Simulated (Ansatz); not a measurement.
`C[Se][Si](F)(F)F` + `OBO` → `C[Se]B(O)O` + `F[SiH](F)F`  (formal exchange of groups at the Se–Si bond)

Computed with Ansatz on PBE0-D4/def2-TZVP structures; ΔE is electronic, products minus reactants. CBS: MP2 limit from def2 TZ/QZ plus the TZ coupled-cluster correction, frozen cores. This one scheme is used for every species. DFT in def2-TZVPP. For Se outer-core shells are correlated without core-valence functions, which leaves a few kJ/mol of doubt a bond. Scalar relativity is left out up to krypton. One conformer a species, not always the lowest.

```csv
species,ωB97X-V energy (Eh)
`C[Se][Si](F)(F)F`,-3030.51134
`OBO`,-177.22444
`C[Se]B(O)O`,-2617.90523
`F[SiH](F)F`,-589.82863
```

Question: Work out ΔE.

Answer: ΔE = (-2617.90523) + (-589.82863) − (-3030.51134) − (-177.22444) = 0.00192 Eh = +5.0 kJ/mol. CCSD(T)/CBS gives +2.3 kJ/mol.

Largest T1 diagnostic among the species: 0.013.

In def2-TZVPP, CCSD(T) changes the Hartree–Fock value by −3.3 kJ/mol (the triples alone add −0.3 kJ/mol) and MP2 by −4.6 kJ/mol.
